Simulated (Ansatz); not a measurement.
**Relative energies of C2H6FSi isomers**

2 of its isomers, all doublets with charge 0: A = `[CH2]C[SiH2]F`; B = `[CH2][SiH](C)F`.

Shapes, held fixed at every level: PBE0-D4/def2-TZVP. Flexible molecules stand in one conformer, not always the lowest. Programs: Ansatz 0.2.0.

A:

```xyz
10

C    -0.5242    1.3797    0.1649
C    -0.7473   -0.0717    0.2881
Si    0.8409   -0.8904   -0.2913
F     0.7307   -2.4900   -0.2052
H    -0.7194    1.8947   -0.7664
H    -0.0631    1.9411    0.9666
H    -0.9417   -0.3811    1.3195
H    -1.5702   -0.4255   -0.3402
H     1.1068   -0.5355   -1.7062
H     1.9708   -0.4725    0.5732
```

B:

```xyz
10

C    -1.0996    1.2833   -0.2385
Si   -0.1307   -0.2237   -0.6303
C     0.9773   -0.7271    0.7708
F    -1.1622   -1.4146   -0.9444
H    -0.7256    2.0697    0.4105
H    -2.0760    1.4798   -0.6711
H     0.6631   -0.0343   -1.8760
H     0.4026   -0.9174    1.6800
H     1.7002    0.0655    0.9838
H     1.5341   -1.6322    0.5182
```

Electronic energies in kJ/mol, without zero-point or thermal terms.

| level | kind | B − A |
| --- | --- | --- |
| HF/def2-SVP | Hartree–Fock | -53.8 |
| SPW92/def2-TZVPP | LDA | -38.6 |
| wB97M-V/def2-TZVPP | range-separated hybrid | -52.2 |
| MP2/def2-SVP | perturbation theory | -44.6 |
| MP2/def2-TZVPP | perturbation theory | -52.1 |
| CCSD/def2-TZVPP | coupled cluster or CI | -52.9 |
| CCSD(T)/CBS estimate | coupled cluster or CI | -52.1 |

The highest level, CCSD(T)/CBS estimate, puts B lowest of these. All levels agree on that. The B − A difference spans -53.8 to -38.6 kJ/mol over the levels. Open shells run unrestricted. The CBS estimate extrapolates MP2 from def2-TZVPP and def2-QZVPP and adds CCSD(T) − MP2 in the triple-zeta set, cores frozen.
